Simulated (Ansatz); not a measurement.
CH$_{8}$Si$_{2}$Te (`[SiH3]C[SiH2][TeH]`), relaxed with RKS PBE-D4/def2-SVP in Ansatz 0.2.0 from a rough embedded geometry. The force threshold is 0.03 eV/Å; the program also tests the step.

The species carries charge 0 and has multiplicity 1. Te: def2 effective core potential.

Start:

```xyz
12

Si   -0.241   -1.230    1.105
C     0.767   -0.466   -0.207
Si    0.330    1.334   -0.324
Te   -1.939    1.704   -1.112
H    -1.713   -1.156    0.756
H     0.082   -2.719    1.211
H    -0.020   -0.624    2.426
H     1.845   -0.563    0.098
H     0.614   -0.968   -1.173
H     0.500    1.961    1.023
H     1.309    1.991   -1.239
H    -1.533    0.735   -2.563
```

```csv
step,energy (eV),largest force (eV/Å),largest move (Å)
1,-24200.2025,1.534,0.000
2,-24200.3756,1.721,0.194
3,-24200.4957,0.303,0.102
4,-24200.5056,0.172,0.200
5,-24200.5084,0.037,0.072
6,-24200.5087,0.041,0.051
7,-24200.5090,0.025,0.017
```

End:

```xyz
12

Si   -0.263   -1.374    1.175
C     0.767   -0.478   -0.145
Si    0.389    1.360   -0.389
Te   -1.974    1.788   -1.182
H    -1.723   -1.362    0.820
H     0.197   -2.802    1.302
H    -0.081   -0.693    2.506
H     1.843   -0.565    0.128
H     0.641   -0.998   -1.119
H     0.465    2.101    0.919
H     1.367    1.970   -1.357
H    -1.628    1.053   -2.657
```

Run time 15 s (4 threads of an AMD EPYC 7R13 on a shared host); peak host memory 0.19 GiB.
